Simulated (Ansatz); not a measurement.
Two structures of SiH2Cl2O, closed shell, reached by relaxing down either side of one saddle point (PBE0-D4/def2-TZVP). Energies are electronic, without zero-point energy. Ansatz 0.2.0; basis: def2-TZVPP and def2-QZVPP; cores frozen in the correlated methods. Extrapolation: Hartree–Fock as exp(−7.88 √X), correlation as X^−2.97. First:

Si1  (1.596, -0.919, 0.505)
O2  (0.299, -0.596, -0.481)
H3  (-1.151, 0.691, -0.331)
Cl4  (-2.174, 1.479, -0.396)
Cl5  (1.188, 0.473, 1.984)
H6  (0.242, -1.129, -1.281)
(Å)

Second:

Si1  (1.121, 0.685, 0.118)
O2  (0.034, -0.941, -0.624)
H3  (-0.340, -1.360, 0.167)
Cl4  (-0.446, 1.949, -0.618)
Cl5  (0.340, 0.204, 2.055)
H6  (-0.709, -0.537, -1.098)
(Å)

(1) Which bonds change from the first to the second?

(2) Give the saddle point's structure and its height above each. (An estimate is asked for; the value comes from the calculation.)

The search had been set up for a 1,1-elimination (forming O2–H3, breaking Si1–O2, Si1–H3); from that guess it ended on this step instead.

T1 diagnostic: at most 0.013.

Results:

(1) SiHClO ([OH][Si][Cl]) + HCl → SiH₂Cl₂O ([OH2][Si]([Cl])[Cl]); bonds formed: Si1–Cl4, O2–H3; bonds broken: H3–Cl4; bonds weakened to dative contacts: Si1–O2.

(2) Computed: 13.99 kcal/mol above the first and 19.80 kcal/mol above the second (CCSD(T) at an estimated basis limit (MP2 extrapolated from triple and quadruple zeta, plus CCSD(T) − MP2 in triple zeta)).
```tsv
atom	x (Å)	y (Å)	z (Å)
Si1	1.1280	0.3707	0.0465
O2	-0.0666	-0.9110	-0.3225
H3	-0.9585	0.0914	-0.3767
Cl4	-1.1474	1.5324	-0.2724
Cl5	0.9805	0.2247	2.1167
H6	0.0640	-1.3082	-1.1916
```

Labels in which every atom is bracketed show which atoms are joined, not bond orders.

For scale, one of the runs: CCSD(T)/def2-TZVPP, 185 basis functions, launched by `ansatz run in.yaml --threads 2 --pin off --events-out ev --progress --plain --max-ram 4352MiB`. Hardware: 2 CPU threads of an Arm Neoverse V2, shared host. Wall time 48 s; peak host memory 1.7 GiB.
